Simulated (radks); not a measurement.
Valence configurations of O I (all share [He]). All-electron calculation, Dirac Kohn-Sham, PBE, spin-unpolarised, spherical densities, point nucleus; open shells are shared between the two j in proportion to 2j + 1. Program: a radial shooting solver on a logarithmic mesh with Libxc functionals. Energies are relative to 2s2 2p4; eigenvalues in eV.

[
 {"valence": "2s2 2p4", "E (eV)": "0.000", "e(2p1/2)": "-9.054", "e(2p3/2)": "-9.018", "e(2s1/2)": "-23.961"},
 {"valence": "2s1 2p5", "E (eV)": "14.950", "e(2p1/2)": "-9.475", "e(2p3/2)": "-9.439", "e(2s1/2)": "-24.420"},
 {"valence": "2s1.5 2p4.5", "E (eV)": "7.470", "e(2p1/2)": "-9.269", "e(2p3/2)": "-9.232", "e(2s1/2)": "-24.194"},
 {"valence": "2s0.5 2p5.5", "E (eV)": "22.439", "e(2p1/2)": "-9.676", "e(2p3/2)": "-9.639", "e(2s1/2)": "-24.638"},
 {"valence": "2p6", "E (eV)": "29.936", "e(2p1/2)": "-9.870", "e(2p3/2)": "-9.833", "e(2s1/2)": "-"}
]

NIST lists [He] 2s2 2p4 as the ground configuration; this level of theory agrees among the configurations tried. The energies are those of spherical spin-averaged densities, not of single terms.
